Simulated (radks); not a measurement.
Question: The palladium ion Pd10+ is in [Kr]. Calculated with a radial shooting solver on a logarithmic mesh with Libxc functionals: Dirac Kohn-Sham, PBE, spin-unpolarised, spherical densities, finite nucleus; Fermi nuclear charge, rms radius of each element as measured or else 0.836 A^(1/3) + 0.57 fm. Sub-shells are occupied by j as written (lower j first in brackets). One electron is removed from 4p1/2, 3d5/2, 4s1/2, 4p3/2 in turn, with full relaxation. Which removal costs least, and what does each cost?

Answer: 4p3/2 238.72 eV; 4p1/2 244.61 eV; 4s1/2 278.79 eV; 3d5/2 548.06 eV. The 4p3/2 electron leaves first.
